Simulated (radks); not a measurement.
Neutral rhenium, 75 electrons, occupied as [Xe] 4f14 5d5 6s2.

All-electron calculation, scalar-relativistic Kohn-Sham, AM05, spin-polarised, spherical densities, finite nucleus; open shells are filled with parallel spins first (spin-orbit coupling, left out, can overturn this in heavy ions); Fermi nuclear charge, rms radius 5.3698 fm. Program: a radial shooting solver on a logarithmic mesh with Libxc functionals.

Energy parts (eV):
| part | energy |
|---|---|
| total | -453894.75 |
| kinetic | 501286.43 |
| electron-nucleus | -1123658.09 |
| Hartree | 177219.37 |
| exchange-correlation | -8742.46 |

Orbitals (lengths in bohr, moments of r in powers of bohr):
| orbital | occ. | eigenvalue (eV) | <r^2> | <1/r> |
|---|---|---|---|---|
| 1s down | 1 | -71579.95 | 0.0004485 | 88.66 |
| 1s up | 1 | -71579.95 | 0.0004485 | 88.66 |
| 2s up | 1 | -12412.54 | 0.006884 | 20.75 |
| 2s down | 1 | -12412.31 | 0.006884 | 20.75 |
| 2p up | 3 | -10838.21 | 0.005711 | 18.74 |
| 2p down | 3 | -10838.02 | 0.005711 | 18.74 |
| 3s up | 1 | -2872.957 | 0.04464 | 7.684 |
| 3s down | 1 | -2872.861 | 0.04464 | 7.684 |
| 3p up | 3 | -2408.566 | 0.04545 | 7.082 |
| 3p down | 3 | -2408.463 | 0.04544 | 7.082 |
| 3d up | 5 | -1880.769 | 0.03766 | 6.689 |
| 3d down | 5 | -1880.606 | 0.03766 | 6.689 |
| 4s up | 1 | -598.5888 | 0.2194 | 3.274 |
| 4s down | 1 | -598.3809 | 0.2194 | 3.274 |
| 4p up | 3 | -446.1582 | 0.2501 | 2.971 |
| 4p down | 3 | -445.9563 | 0.2500 | 2.971 |
| 4d up | 5 | -254.7326 | 0.2900 | 2.648 |
| 4d down | 5 | -254.4882 | 0.2896 | 2.648 |
| 5s up | 1 | -85.7736 | 1.213 | 1.290 |
| 5s down | 1 | -83.8190 | 1.194 | 1.302 |
| 5p up | 3 | -47.8316 | 1.668 | 1.085 |
| 5p down | 3 | -45.2488 | 1.636 | 1.099 |
| 4f up | 7 | -42.1865 | 0.4232 | 2.160 |
| 4f down | 7 | -41.7186 | 0.4153 | 2.168 |
| 6s up | 1 | -6.5934 | 10.05 | 0.4282 |
| 5d up | 5 | -6.4366 | 4.315 | 0.6956 |
| 6s down | 1 | -4.8015 | 12.41 | 0.3842 |
| 5d down | 0 | -3.3882 | 5.291 | 0.6665 |
| 6p up | 0 | -1.5021 | 24.17 | 0.2837 |
| 6p down | 0 | -0.9376 | 33.86 | 0.2388 |

The highest occupied level is 6s down at -4.802 eV. The density falls to 0.001 e/bohr^3 at r = 4.68 bohr. The spin density at the nucleus is 4.90 e/bohr^3 (1s -0.14, 2s -1.43, 3s -0.01, 4s 1.33, 5s -21.01, 6s 26.15). Spin moment in Bohr magnetons: 5.

Run on one thread of a shared host, so times are rough (Intel(R) Xeon(R) Platinum 8375C CPU @ 2.90GHz): 0.31 s of CPU time, 0.31 s wall, 15 iterations on 2440 mesh points.
